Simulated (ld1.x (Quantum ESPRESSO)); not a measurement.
# What one change does to a pseudopotential (In, TM)

* Element: indium (In)
* Generator: ld1.x (Quantum ESPRESSO) 7.5
* Type: norm-conserving Troullier–Martins (Kleinman–Bylander form)
* Functional: PBEsol
* Relativity: scalar-relativistic
* Frozen core: [Kr]
* Valence charge: 13
* Reference configuration: 4d10 5s2 5p0.5 (charge +0.5)
* Partial waves: 5p (bound): rc 2.60 bohr; 4d (bound): rc 1.65 bohr; 5s (bound): rc 1.65 bohr
* Local potential: the s channel
* Core correction: a·sin(br)/r model core inside 1.50 bohr

All-electron outer shells of the reference configuration (PBEsol, scalar-relativistic, ld1.x):

| shell | level (eV) | outermost node (bohr) | outermost maximum (bohr) |
| --- | --- | --- | --- |
| 4p | -81.53 | 0.42 | 0.82 |
| 4d | -22.10 | 0.40 | 0.94 |
| 5s | -11.45 | 1.02 | 2.13 |
| 5p | -5.31 | 1.14 | 2.74 |

Change: all radii but the core radius scaled by about 0.80 (s 1.32, p 2.06, d 1.32 bohr).

Cutoffs: the cutoffs (Ry, on a coarse ladder) from which the occupation-weighted sum of valence levels, in a spherical-Bessel basis at the reference potential, stays within 10 and 1 mRy of its value at 400 Ry; they do not see the model core or the augmentation charge, which bear on the density cutoff. Errors are all-electron minus pseudo energies relative to the spin-unpolarised reference configuration.

How do hardness, ghosts and transferability respond?

The potential gets harder (80 Ry and 120 Ry → 140 Ry and 300 Ry); a bound ghost appears in p, s, which as a rule spoils a file; the number of tests that count goes from 7 to 6; of the 6 tests that both files solve, the error grows in 5 and shrinks in 1 by more than 15 % and 0.3 meV (median size 1.4 → 10.8 meV). A smaller radius makes the pseudo-wave follow the all-electron one further in, where it bends more sharply, so more plane waves are needed.

```tsv
quantity	base	changed
cutoff, loose	80 Ry	140 Ry
cutoff, tight	120 Ry	300 Ry
loose cutoff by channel (10 mRy a level)	p 6 Ry, d 60 Ry, s 25 Ry	p 6 Ry, d 70 Ry, s 110 Ry
bound ghosts	none	p, s (extra level of the local part)
tests counted (converged, no solver errors)	7 of 7	6 of 7
error for 4d10 5s2 5p1, meV [ΔE -1.94 eV]	+0.4	+0.9
error for 4d10 5s2 5p0, meV [ΔE 3.42 eV]	-1.2	-0.1
error for 4d10 5s1 5p0, meV [ΔE 22.70 eV]	-7.2	+70
error for 4d9 5s2 5p1, meV [ΔE 23.15 eV]	-179	+592
error for 4d10 5s1 5p1, meV [ΔE 10.07 eV]	-1.6	+20
error for 4d10 5s2 5p1.3, meV [ΔE -2.47 eV]	+0.5	+1.3
```

Changed file: Tests not counted: 4d9 5s2 5p2 (solver errors, printed error -42.2 eV). ld1.x printed “convergence not achieved” for 2 of the counted tests; their residual had stalled under 1e-8, short of the target of 1e-14. A true bound ghost makes a file unfit for plane-wave use even where its test errors are small: the radial tests pick states by their node count and pass the ghost by. Where a test does run into it, the solver fails or the error is huge.
